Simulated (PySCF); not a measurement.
# Electron correlation in H⁻ (hydrogen, charge -1)

1s2, closed-shell 1S. Calculation: PySCF 2.14, in dyall-av2z (7s2p, 13 functions); no relativity, point nucleus. Frozen: nothing; 2 electrons correlated; the 1 highest virtual orbitals of each spin left out.

With two correlated electrons CCSD is exact within the correlated space (frozen core and kept virtual orbitals).

| level | correlation energy (mhartree) |
| --- | --- |
| CCSD | -37.90 |

Diagnostics: T1 = 0.028, D1 = 0.0397, largest double amplitude 0.141.

Question: Is a single reference adequate?

Answer: Mostly. T1 lies below 0.03, but a double amplitude of this size points to a near-degeneracy that CCSD handles and MP2 describes poorly.
